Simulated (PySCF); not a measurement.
O3S, SMILES O=S(=O)=O (connectivity only; charge and spin as stated), charge +1, multiplicity 2. Atoms are numbered in the order given.

```xyz
4

O      1.4189     0.0000     0.0000
S      0.0000     0.0000     0.0000
O     -0.7094    -1.2288     0.0000
O     -0.7094     1.2288     0.0000
```
Charge +1, spin multiplicity 2.

Geometry: PBE0-D3(BJ)/def2-TZVP. A frequency run showed that this geometry is not a minimum. The multiplicity is an assumed one; other spin states were not compared.

Two levels are set side by side: PBE/pcH-1 (PySCF) and PBE0/pcH-1 (PySCF). Contact hyperfine couplings, same geometry. Differences are taken from unrounded values.

| quantity | PBE |
|---|---|
| A(iso) of 17O, atom O1 (MHz) | -5.2 |
| A(iso) of 33S, atom S2 (MHz) | -25.9 |
| A(iso) of 17O, atom O3 (MHz) | -5.2 |
| A(iso) of 17O, atom O4 (MHz) | -5.2 |

Q: These are the PBE values. What does PBE0 give? (The exact figures need the calculation; the answer reports its results.)

A: 
```csv
quantity,PBE0,PBE minus PBE0
"A(iso) of 17O, atom O1 (MHz)",-12.1,6.8
"A(iso) of 33S, atom S2 (MHz)",-30.7,4.7
"A(iso) of 17O, atom O3 (MHz)",-12.1,6.8
"A(iso) of 17O, atom O4 (MHz)",-12.1,6.8
```

Rough cost on one machine, each run with all the roots and properties that it gave: PBE0 against PBE within a factor of 2.
